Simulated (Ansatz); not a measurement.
Ansatz (a quantum-chemistry and plane-wave program) input (B3LYP-D3(BJ)/def2-TZVP):

Ansatz 0.2 input:
```yaml
crystal:
  periodic: [false, false, false]
  atoms:
    - {symbol: Mo, position_ang: [-0.00000000, -0.00000000, -0.65522540]}
    - {symbol: Cl, position_ang: [0.00000000, 0.00000000, 1.61879217]}
basis:
  gaussian:
    orbitals: def2-TZVP
hamiltonian:
  xc: b3lyp
  dispersion: d3bj
magnetization: {spin_polarized: true, initial_magnetization: 3}
phonons: {temperatures: {t_min: 298.15, t_max: 298.15, t_step: 100}}
```

Output:

```
Functional definition: B3LYP
integrals: 0.02 GiB planned
634 factors; their error is unknown
mean field: 0.25 GiB planned
mean field evaluation 1: about -14374.8196 eV, gradient 2.2e1 eV
mean field evaluation 2: about -14362.7389 eV, gradient 4.9e1 eV
mean field evaluation 4: about -14377.3440 eV, gradient 4.8e0 eV
mean field evaluation 8: about -14377.7811 eV, gradient 9.4e-1 eV
mean field evaluation 16: about -14377.9362 eV, gradient 1.9e-2 eV
mean field evaluation 32: about -14378.2947 eV, gradient 1.9e-2 eV
mean field evaluation 64: about -14378.1809 eV, gradient 3.5e-1 eV
mean field evaluation 96: about -14378.2676 eV, gradient 4.8e-1 eV
mean field -14378.29472683 eV, -528.3925852529 hartree, gradient 6.2e-6 eV, S^2 4.708472; 13 other end points of the search recorded, 0 dependent functions left out
the calculation of the forces begins
reference -14378.29491800 eV, -528.3925922782 hartree; 17, 14 occupied and 60, 63 virtual orbitals, 634 factors
these checks for a lower state are left out or cut short: stability, starts, cluster_reference, orbital_swaps, neighbouring_geometries, increment
integrals: 0.02 GiB planned
634 factors; their error is unknown
mean field: 0.25 GiB planned
mean field -14378.29472683 eV, -528.3925852528 hartree, gradient 4.6e-6 eV, S^2 4.708472; 0 other end points of the search recorded, 0 dependent functions left out
the calculation of the forces begins
reference -14378.29491800 eV, -528.3925922782 hartree; 17, 14 occupied and 60, 63 virtual orbitals, 634 factors
these checks for a lower state are left out or cut short: stability, starts, cluster_reference, orbital_swaps, neighbouring_geometries, increment
integrals: 0.02 GiB planned
634 factors; their error is unknown
mean field: 0.25 GiB planned
mean field -14378.29472683 eV, -528.3925852528 hartree, gradient 2.5e-6 eV, S^2 4.708472; 0 other end points of the search recorded, 0 dependent functions left out
the calculation of the forces begins
reference -14378.29491800 eV, -528.3925922782 hartree; 17, 14 occupied and 60, 63 virtual orbitals, 634 factors
these checks for a lower state are left out or cut short: stability, starts, cluster_reference, orbital_swaps, neighbouring_geometries, increment
integrals: 0.02 GiB planned
634 factors; their error is unknown
mean field: 0.25 GiB planned
mean field -14378.29472683 eV, -528.3925852528 hartree, gradient 7.8e-6 eV, S^2 4.708472; 0 other end points of the search recorded, 0 dependent functions left out
the calculation of the forces begins
reference -14378.29491800 eV, -528.3925922782 hartree; 17, 14 occupied and 60, 63 virtual orbitals, 634 factors
these checks for a lower state are left out or cut short: stability, starts, cluster_reference, orbital_swaps, neighbouring_geometries, increment
integrals: 0.02 GiB planned
634 factors; their error is unknown
mean field: 0.25 GiB planned
mean field evaluation 128: about -14378.2947 eV, gradient 1.7e-1 eV
mean field -14378.29472683 eV, -528.3925852528 hartree, gradient 7.8e-6 eV, S^2 4.708472; 0 other end points of the search recorded, 0 dependent functions left out
the calculation of the forces begins
reference -14378.29491800 eV, -528.3925922782 hartree; 17, 14 occupied and 60, 63 virtual orbitals, 634 factors
these checks for a lower state are left out or cut short: stability, starts, cluster_reference, orbital_swaps, neighbouring_geometries, increment
integrals: 0.02 GiB planned
634 factors; their error is unknown
mean field: 0.25 GiB planned
mean field -14378.29468628 eV, -528.3925837628 hartree, gradient 2.6e-6 eV, S^2 4.707732; 0 other end points of the search recorded, 0 dependent functions left out
the calculation of the forces begins
reference -14378.29487738 eV, -528.3925907854 hartree; 17, 14 occupied and 60, 63 virtual orbitals, 634 factors
these checks for a lower state are left out or cut short: stability, starts, cluster_reference, orbital_swaps, neighbouring_geometries, increment
integrals: 0.02 GiB planned
634 factors; their error is unknown
mean field: 0.25 GiB planned
mean field -14378.29468462 eV, -528.3925837016 hartree, gradient 2.9e-6 eV, S^2 4.709201; 0 other end points of the search recorded, 0 dependent functions left out
the calculation of the forces begins
reference -14378.29487586 eV, -528.3925907297 hartree; 17, 14 occupied and 60, 63 virtual orbitals, 634 factors
these checks for a lower state are left out or cut short: stability, starts, cluster_reference, orbital_swaps, neighbouring_geometries, increment
integrals: 0.02 GiB planned
634 factors; their error is unknown
mean field: 0.25 GiB planned
mean field evaluation 160: about -14378.2947 eV, gradient 2.5e-6 eV
mean field -14378.29472683 eV, -528.3925852528 hartree, gradient 2.5e-6 eV, S^2 4.708472; 0 other end points of the search recorded, 0 dependent functions left out
the calculation of the forces begins
reference -14378.29491800 eV, -528.3925922782 hartree; 17, 14 occupied and 60, 63 virtual orbitals, 634 factors
these checks for a lower state are left out or cut short: stability, starts, cluster_reference, orbital_swaps, neighbouring_geometries, increment
integrals: 0.02 GiB planned
634 factors; their error is unknown
mean field: 0.25 GiB planned
mean field -14378.29472683 eV, -528.3925852528 hartree, gradient 4.6e-6 eV, S^2 4.708472; 0 other end points of the search recorded, 0 dependent functions left out
the calculation of the forces begins
reference -14378.29491800 eV, -528.3925922782 hartree; 17, 14 occupied and 60, 63 virtual orbitals, 634 factors
these checks for a lower state are left out or cut short: stability, starts, cluster_reference, orbital_swaps, neighbouring_geometries, increment
integrals: 0.02 GiB planned
634 factors; their error is unknown
mean field: 0.25 GiB planned
mean field -14378.29472683 eV, -528.3925852528 hartree, gradient 7.8e-6 eV, S^2 4.708472; 0 other end points of the search recorded, 0 dependent functions left out
the calculation of the forces begins
reference -14378.29491800 eV, -528.3925922782 hartree; 17, 14 occupied and 60, 63 virtual orbitals, 634 factors
these checks for a lower state are left out or cut short: stability, starts, cluster_reference, orbital_swaps, neighbouring_geometries, increment
integrals: 0.02 GiB planned
634 factors; their error is unknown
mean field: 0.25 GiB planned
mean field -14378.29472683 eV, -528.3925852528 hartree, gradient 7.8e-6 eV, S^2 4.708472; 0 other end points of the search recorded, 0 dependent functions left out
the calculation of the forces begins
reference -14378.29491800 eV, -528.3925922782 hartree; 17, 14 occupied and 60, 63 virtual orbitals, 634 factors
these checks for a lower state are left out or cut short: stability, starts, cluster_reference, orbital_swaps, neighbouring_geometries, increment
integrals: 0.02 GiB planned
634 factors; their error is unknown
mean field: 0.25 GiB planned
mean field -14378.29468462 eV, -528.3925837016 hartree, gradient 2.9e-6 eV, S^2 4.709201; 0 other end points of the search recorded, 0 dependent functions left out
the calculation of the forces begins
reference -14378.29487586 eV, -528.3925907297 hartree; 17, 14 occupied and 60, 63 virtual orbitals, 634 factors
these checks for a lower state are left out or cut short: stability, starts, cluster_reference, orbital_swaps, neighbouring_geometries, increment
integrals: 0.02 GiB planned
634 factors; their error is unknown
mean field: 0.25 GiB planned
mean field evaluation 192: about -14378.2030 eV, gradient 2.3e-4 eV
mean field -14378.29468628 eV, -528.3925837628 hartree, gradient 2.6e-6 eV, S^2 4.707732; 0 other end points of the search recorded, 0 dependent functions left out
the calculation of the forces begins
reference -14378.29487738 eV, -528.3925907854 hartree; 17, 14 occupied and 60, 63 virtual orbitals, 634 factors
Total energy: -14378.38703620 eV, -528.3959775594 hartree
Atom 0 at    -0.000000    -0.000000    -0.655225 Å, force    -0.000000     0.000000    -0.000181 eV/Å
Atom 1 at     0.000000     0.000000     1.618792 Å, force     0.000000    -0.000000     0.000181 eV/Å
Dipole moment:    -0.030082     0.000000    -0.818259 e Å
Vibrations: 373.11 cm⁻¹, zero-point energy 0.023130 eV
```

The spin state was set by rule; other spins were not relaxed.

The determinant is spin-contaminated: <S^2> is 4.71 against 3.75 for a pure state.
